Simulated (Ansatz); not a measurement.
Species: CH4BO2, net charge 0, doublet state. It need not be the lowest isomer of its formula. SMILES: [CH2]B(O)O
Structure (B3LYP-D3(BJ)/def2-TZVP (Ansatz, a first-principles code) minimum search):
```
B
O 1 1.3705
H 2 0.9601 1 113.65
O 1 1.3705 2 114.80 3 180.00
H 4 0.9601 1 113.65 2 -180.00
C 1 1.5472 2 122.60 3 0.00
H 6 1.0852 1 123.13 2 0.00
H 6 1.0852 7 113.73 1 -180.00
```
Charge 0, spin multiplicity 2.

Computed values are from Ansatz. Correlated levels leave the core frozen unless marked. Open shells are spin-unrestricted. No spin-orbit coupling. Non-relativistic. CBS marks a two-point X^-3 extrapolation of the correlation energy; Hartree-Fock from the larger set. The bracket is a focal-point correction in the basis named.

| Property | Result |
|---|---|
| atomisation energy De | 3280.9 kJ/mol at RI-MP2/CBS(aug-cc-pVTZ,aug-cc-pVQZ)+[CCSD(T)-MP2]/aug-cc-pVTZ |
| total energy | -215.6565 Eh at RI-MP2/CBS(aug-cc-pVTZ,aug-cc-pVQZ)+[CCSD(T)-MP2]/aug-cc-pVTZ |
| dipole moment | 2.81 D at CCSD(T)/aug-cc-pVDZ |
| T1 diagnostic | 0.014 at CCSD/aug-cc-pVTZ |
